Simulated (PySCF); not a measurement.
Al(F)(OMe)(SeH) (CH4AlFOSe), SMILES C[O][Al]([F])[SeH]. Atoms are numbered in the order given.

```xyz
9

Al    -0.4213     0.5210     0.0000
F     -2.0589     0.8081     0.0000
O      0.6923     1.7713     0.0000
C      0.8374     3.1525     0.0000
H      1.4018     3.4813     0.8897
H     -0.1316     3.6831     0.0000
H      1.4018     3.4813    -0.8897
Se     0.3472    -1.6362     0.0000
H     -1.0331    -2.1483     0.0000
```

The structure is a stationary point at PBE0-D3(BJ)/def2-SVP. Other conformers were not sampled.

Computed with PySCF with PBE/def2-TZVP.

Atomic charges (e):

```
atom  Mulliken    IAO  Löwdin
----  --------  -----  ------
Al1       0.52   1.16   -0.35
F2         [?]  -0.55   -0.01
O3         [?]  -0.63    0.12
C4       -0.21  -0.20   -0.37
H5         [?]   0.14    0.11
H6         [?]   0.13    0.11
H7         [?]   0.14    0.11
Se8      -0.25  -0.27    0.20
H9        0.14   0.08    0.08
```

Q: What belongs in the gaps? (The exact figures need the calculation; the answer reports its results.)

A: 
- F2, Mulliken: -0.31
- O3, Mulliken: -0.25
- H5, Mulliken: 0.12
- H6, Mulliken: 0.12
- H7, Mulliken: 0.12
